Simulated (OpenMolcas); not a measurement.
**F+: CASPT2 settings compared**

```yaml
Program: OpenMolcas 26.06
Basis: ANO-R3 [4s4p2d1f]
Scalar_Hamiltonian: X2C, finite nucleus
Active_space: 6 electrons in 4 orbitals (2s 2p)
State_averaging: 2S+1 = 3 even, 3 roots; 2S+1 = 1 even, 6 roots kept (CI in the orbitals of an earlier block)
Spin-orbit_coupling: state interaction with AMFI integrals over the reference wave functions, term energies averaged over their components
```

Methods on the same reference wave functions:
A. CASSCF
B. SS-CASPT2, IPEA 0.6 Eh, sigma2 regulariser 0.15 Eh (closed shells correlated: 1s)
C. SS-CASPT2, IPEA 0.5 Eh, sigma1 regulariser 0.1 Eh (closed shells correlated: 1s)
D. XMS-CASPT2, IPEA 0.75 Eh, imaginary shift 0.5 Eh (closed shells correlated: 1s)

Energies in cm-1 above 2s2 2p4 3P2, the measured ground level; measured values from NIST Handbook of Basic Atomic Spectroscopic Data.

| Level | A | B | C | D | Measured |
| --- | --- | --- | --- | --- | --- |
| 2s2 2p4 3P2 | 0.0 | 0.0 | 0.0 | 0.0 | 0.0 |
| 2s2 2p4 3P1 | 319 | 319 | 319 | 319 | 341 |
| 2s2 2p4 3P0 | 472 | 473 | 473 | 473 | 490 |
| 2s2 2p4 1D2 | 22899 | 20930 | 20990 | 21140 | 20873 |
| 2s2 2p4 1S0 | 42847 | 44490 | 44550 | 45300 | 44918 |

Deviations, from unrounded energies. A percentage is the sum of absolute deviations over the sum of measured energies, with the sign that they share, or ± where signs differ.

```json
{"Against measurement": "mean absolute deviation (cm-1)", "Levels": "4", "A": "1000", "B": "130", "C": "130", "D": "170"}
{"Against measurement": "fine structure of the ground term (%)", "Levels": "2", "A": "-4.8", "B": "-4.7", "C": "-4.7", "D": "-4.7"}
{"Against measurement": "other terms of the ground configuration (%)", "Levels": "2", "A": "±6.2", "B": "±0.7", "C": "±0.7", "D": "+1.0"}
```

B, C lie about equally close to measurement and A furthest from it. The largest miss of C in the table is 2s2 2p4 1S0, by -360 cm-1. The ranking rests on the paired levels alone, and a cruder setting can come out closer through cancelling errors.

Among B to D the level of the table that moves most is 2s2 2p4 1S0, by 810 cm-1 (lowest in B, highest in D). Moves below CASPT2's spread within the term are not significant.

The mean deviations of B to D differ by less than CASPT2's widest spread within a term (840 cm-1), so their order carries little weight.

From A to B the spin-free energies of the other terms of 2s2 2p4 shown, above 3P, scale by factors of 0.91 to 1.04.

The lowest spin-free term lies below A's lowest term by 0.169 hartree in B, 0.170 hartree in C, 0.171 hartree in D.

Term energies are means over components that CASPT2 splits; among the terms shown or strongly mixed into the levels shown the widest spread is 840 cm-1 (2s2 2p4 1D, D). Terms from blocks run as CI alone lack orbitals of their own. Without dynamic correlation excited terms often stand tens of per cent too high (terms of higher spin than the ground term too low), and those without a measured partner can miss by more than the paired ones (holds for A). Computed and measured levels are paired by configuration, term and J; levels that our copy of the source lacks, or whose pairing is in doubt (as where it misses far off the trend of its configuration), stay unpaired and out of the deviations. Levels of configurations outside the active space are missing.
